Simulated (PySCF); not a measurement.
# HBr⁺ at UHF-CCSD(T)

Computed with UHF-CCSD(T); basis H pcseg-1, Br pcseg-1; no relativity; PySCF 2.14.

```
state                          : ²Π (doublet), unpaired electrons π ↑
bond length                    : 0.1458 nm
harmonic wavenumber            : 2443 cm⁻¹
force constant                 : 3.50 mdyn/Å
rotational constant Be         : 7.972 cm⁻¹
anharmonicity ωexe             : 46.1 cm⁻¹
vibration–rotation constant αe : 0.235 cm⁻¹
well depth De to H + Br⁺       : 3.75 eV
dissociation energy D0         : 3.60 eV
```

Correlated steps freeze 9 core orbitals. Correlated levels converge slowly with the basis: in double zeta they bind strong bonds too weakly, by up to about 1 eV, and carry superposition errors of some tenths. Spin–orbit coupling is left out. For an ion De counts to the pair picked by the measured ionisation energies or electron affinities, which need not be the lowest pair at this level. The state was picked by a PBE0 search and need not be the measured ground state.
